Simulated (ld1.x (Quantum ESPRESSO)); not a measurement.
Before and after: TM potential for Br

| Item | Value |
| --- | --- |
| Element | bromine (Br) |
| Generator | ld1.x (Quantum ESPRESSO) 7.5 |
| Type | norm-conserving Troullier–Martins (Kleinman–Bylander form) |
| Functional | PW91 |
| Relativity | fully relativistic |
| Frozen core | [Ar] 3d10 |
| Valence charge | 7 |
| Reference configuration | 4s2 4p5 |
| Partial waves | 4p (bound): rc 1.75 bohr; 4s (bound): rc 1.00 bohr |
| Local potential | the s channel |
| Core correction | a·sin(br)/r model core inside 0.50 bohr |

Open shells are filled in proportion to 2j + 1 (rel_dist='average').

Change: local potential all-electron potential smoothed inside 1.65 bohr (lloc = -1).

Cutoffs: the cutoffs (Ry, on a coarse ladder) from which the occupation-weighted sum of valence levels, in a spherical-Bessel basis at the reference potential, stays within 10 and 1 mRy of its value at 400 Ry; they do not see the model core or the augmentation charge, which bear on the density cutoff. Errors are all-electron minus pseudo energies relative to the spin-unpolarised reference configuration.

Question: How do hardness, ghosts and transferability respond?

Answer: The bound ghost in p disappears; of the 7 tests that both files solve, the error grows in 0 and shrinks in 7 by more than 15 % and 0.3 meV (median size 77.8 → 11.5 meV); the range in which the p1/2 phases agree widens (upper end 3.2 → 4.5). In the separable form a ghost depends on how the local part lies against the semilocal potential of the channel, so the choice of the local part can create or remove one.

```tsv
quantity	base	changed
cutoff, loose	200 Ry	200 Ry
cutoff, tight	over 300 Ry	over 300 Ry
loose cutoff by channel (10 mRy a level)	p 10 Ry, s 90 Ry	s 90 Ry, p 15 Ry
bound ghosts	p3/2, p1/2	none
error for 4s2 4p4, meV [ΔE 12.62 eV]	-20	+2.5
error for 4s2 4p3, meV [ΔE 35.45 eV]	-78	+11
error for 4s2 4p2, meV [ΔE 69.54 eV]	-141	+25
error for 4s2 4p1, meV [ΔE 115.69 eV]	-138	+31
error for 4s1 4p5, meV [ΔE 25.63 eV]	-98	-13
error for 4s2 4p5.3, meV [ΔE -1.98 eV]	-1.4	+0.1
error for 4s2 4p4.5, meV [ΔE 5.10 eV]	-4.7	+0.5
s: phases at 1.89 bohr within 0.05 rad from the reference energy up to (Ry; the scan ends near 5)	0.7	1.3
p1/2: phases at 1.89 bohr within 0.05 rad from the reference energy up to (Ry; the scan ends near 5)	3.2	4.5
p3/2: phases at 1.89 bohr within 0.05 rad from the reference energy up to (Ry; the scan ends near 5)	to the end of the scan	4.4
```

 A true bound ghost makes a file unfit for plane-wave use even where its test errors are small: the radial tests pick states by their node count and pass the ghost by.
